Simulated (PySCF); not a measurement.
Br2FGeH2N, SMILES [NH2][Ge]([F])([Br])[Br]. Atoms are numbered in the order given.

```xyz
7

N      2.1810    -0.3743     0.5417
Ge     0.3698    -0.1902     0.4418
F     -0.2814    -0.6259     2.0021
Br    -0.1184     2.0166     0.0206
Br    -0.7306    -1.5739    -1.0559
H      2.4885    -1.3509     0.4506
H      2.6617     0.1944    -0.1660
```
Charge 0, spin multiplicity 1.

The structure is a stationary point at PBE-D3(BJ)/def2-SVP. Other conformers were not sampled.

Two levels are set side by side: PBE/pcSseg-1 (PySCF) and B3LYP/pcSseg-1 (PySCF). GIAO shifts against CFCl3 (¹⁹F), GeH4 (⁷³Ge), NH3 (¹⁵N), TMS (¹H) at the same level; non-relativistic, no solvent, atoms listed together averaged. Without spin–orbit terms, shifts of atoms bonded to Cl or Br come out too high at both levels. Differences are taken from unrounded values.

| quantity | B3LYP |
|---|---|
| δ(¹⁵N) of N1 (ppm) | 78.3 |
| δ(⁷³Ge) of Ge2 (ppm) | 466.6 |
| δ(¹⁹F) of F3 (ppm) | -89.4 |

### Question
What does PBE give, and how far is it from B3LYP? (Estimate from the structure and the level; the computed values follow.)

### Answer

```json
[
 {"quantity": "δ(¹⁵N) of N1 (ppm)", "PBE": "85.6", "PBE minus B3LYP": "7.2"},
 {"quantity": "δ(⁷³Ge) of Ge2 (ppm)", "PBE": "478.5", "PBE minus B3LYP": "12.0"},
 {"quantity": "δ(¹⁹F) of F3 (ppm)", "PBE": "-85.9", "PBE minus B3LYP": "3.5"}
]
```

Rough cost on one machine, each run with all the roots and properties that it gave: B3LYP against PBE within a factor of 2.
